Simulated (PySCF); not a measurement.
**XPS shifts beside NMR shieldings**

C7H5FO.
Bonds: O1–C2 (double), C2–F3, C2–C4, C4–C5 (aromatic), C5–C6 (aromatic), C6–C7 (aromatic), C7–C8 (aromatic), C8–C9 (aromatic), C4–C9 (aromatic). Hydrogens: H10 on C5; H11 on C6; H12 on C7; H13 on C8; H14 on C9.

Binding energies: PySCF 2.14.0, delta-SCF UKS SCAN, pcX-2 on the ionised atom, pcseg-1 elsewhere, spin-free X2C. Shieldings: GIAO PBE/pcSseg-1, non-relativistic, same geometry.

| atom | C 1s (eV) |
| --- | --- |
| C2 | 295.35 |
| C4 | 291.28 |
| C5 | 290.94 |
| C6 | 290.89 |
| C7 | 290.92 |

Problem. What are the absolute isotropic shieldings of these atoms?

Solution. 
```json
{"atom": "C6", "environment": "aromatic CH carbon", "C 1s (eV)": "290.89", "isotropic shielding (ppm)": "47.8"}
{"atom": "C7", "environment": "aromatic CH carbon", "C 1s (eV)": "290.92", "isotropic shielding (ppm)": "42.2"}
{"atom": "C5", "environment": "aromatic CH carbon", "C 1s (eV)": "290.94", "isotropic shielding (ppm)": "46.0"}
{"atom": "C4", "environment": "substituted aromatic carbon", "C 1s (eV)": "291.28", "isotropic shielding (ppm)": "51.7"}
{"atom": "C2", "environment": "acyl halide carbon", "C 1s (eV)": "295.35", "isotropic shielding (ppm)": "18.6"}
```

Problem. Among the listed atoms, is the one with the highest binding energy also the least shielded?

Solution. Yes: C2 has both (295.35 eV, 18.6 ppm).

By binding energy: C6 ≈ C7 ≈ C5 < C4 < C2. By shielding: C2 < C7 < C5 < C6 < C4.

Of atoms equivalent by bonding only the ionised one is listed; its partners' own values can differ in this conformer. The structure is a single PBE0-D3(BJ)/def2-SVP conformer in the gas phase; no vibrational or solvent corrections.

The values belong to the conformer `[O:1]=[C:2]([F:3])[c:4]1[cH:5][cH:6][cH:7][cH:8][cH:9]1`: O1–C2–C4–C5 180°.
